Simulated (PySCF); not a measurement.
ClH2Si, SMILES [SiH2]Cl, multiplicity 2. The structure is a stationary point at PBE-D3(BJ)/def2-TZVP. The isomer is the one that the SMILES or the coordinates give; other isomers of the formula were not compared.

Computed equilibrium geometry at PBE-D3(BJ)/def2-TZVP (PySCF confirms it by a frequency run) as a Z-matrix, and its point group:
point group Cs.
```
Si
H 1 1.4988
H 1 1.4988 2 111.04
Cl 1 2.0691 2 108.32 3 118.83
```
Charge 0, spin multiplicity 2.
